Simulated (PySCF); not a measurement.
PySCF input file for CH₁₂N₂Si₃, SMILES N[SiH2]C(N)([SiH3])[SiH3], SMD-M06-2X/def2-SVP. Coordinates come from a PBE0-D3(BJ)/def2-SVP optimisation. The geometry has at least one imaginary mode, so it is a saddle point at that level. The structure was generated by enumeration, and PubChem lists no compound with its InChIKey, so it may never have been made. Other conformers were not sampled.

```python
import numpy as np
from pyscf import gto, scf, dft
from pyscf.solvent import smd

mol = gto.M(
    atom='''
    N     2.59156922    0.10266046   -0.34641756
    Si    1.21130354    0.95033492    0.27402287
    C    -0.30378484   -0.18741605    0.27029791
    N    -0.25220705   -1.20758081    1.34282553
    Si   -1.91138648    0.78557038    0.49757699
    Si   -0.39832246   -1.10330056   -1.38814476
    H     3.24879415    0.58765387   -0.94504634
    H     3.05299840   -0.63065983    0.17831683
    H     1.37352089    1.39869547    1.70111001
    H     1.04200027    2.14779282   -0.60517466
    H     0.54491640   -1.83241027    1.22585286
    H    -0.15331024   -0.77364965    2.26074123
    H    -2.05526783    1.81296271   -0.58018000
    H    -1.87645087    1.49031096    1.82009970
    H    -3.09194829   -0.12802476    0.48126708
    H     0.62592947   -2.19200567   -1.40755309
    H    -1.74533679   -1.72442378   -1.58126622
    H    -0.14099594   -0.15376973   -2.51318186
    ''',
    basis='def2-SVP',
    charge=0,
    spin=0,
    max_memory=1600,
    verbose=3,
)
mf = dft.RKS(mol, xc='m06-2x').density_fit(auxbasis='def2-universal-jkfit')
mf.grids.level = 4
mf.conv_tol = 1e-9
mf.max_cycle = 100
mf.kernel()
res = {}
for name in ['water', '1-octanol', 'diethylether']:
    s = mf.SMD()
    s.with_solvent.solvent, s.with_solvent.sasa_ng = name, 194
    s.kernel(mf.make_rdm1())
    res[name] = (s.e_tot, s.with_solvent.get_cds(), s.dip_moment(), s.mo_energy, s.converged)
    print(f'SMD {name}: dG(solv) = {(s.e_tot - mf.e_tot) * 627.509474:.3f} kcal/mol, of which CDS {res[name][1] * 627.509474:.3f}')
```

It prints:

```
converged SCF energy = -1022.79038898349
converged SCF energy = -1022.7903353138
Dipole moment(X, Y, Z, Debye):  3.52167, -0.14980,  0.90912
SMD water: dG(solv) = 0.034 kcal/mol, of which CDS 6.744
converged SCF energy = -1022.79627817389
Dipole moment(X, Y, Z, Debye):  3.38628, -0.13490,  0.84179
SMD 1-octanol: dG(solv) = -3.696 kcal/mol, of which CDS 1.967
converged SCF energy = -1022.79591857362
Dipole moment(X, Y, Z, Debye):  3.21992, -0.11644,  0.76729
SMD diethylether: dG(solv) = -3.470 kcal/mol, of which CDS 0.875
```

The calculation finished and met its thresholds.

Cost: very roughly 4 core-minutes.
